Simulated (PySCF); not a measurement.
C2H7S, SMILES C[SH+]C, charge +1. The structure is a stationary point at PBE-D3(BJ)/def2-SVP. The isomer is the one that the SMILES or the coordinates give; other isomers of the formula were not compared.

Computed with PBE-D3(BJ)/def2-SVP (PySCF 2.14.0).

Harmonic wavenumbers (cm⁻¹): 175, 199, 253, 632, 694, 733, 784, 893, 1012, 1039, 1064, 1279, 1303, 1375, 1378, 1388, 1391, 2547, 2996, 2998, 3122, 3122, 3136, 3138. Rotational constants (GHz): 17.41, 6.865, 5.458; symmetry number 1.

Task: Work out the zero-point energy and the ideal-gas rigid-rotor harmonic-oscillator thermochemistry at 298.15 K and 1 atm.

Result: ZPE = ½ Σ hcν = ½ × 36649 cm⁻¹ = 52.39 kcal/mol. H − E(el) = 56.20 kcal/mol. Entropy in cal/(mol K): translation 38.35, rotation 23.71, vibration 7.96, total 70.02. G − E(el) = 35.33 kcal/mol. Cp = 18.95 cal/(mol K).
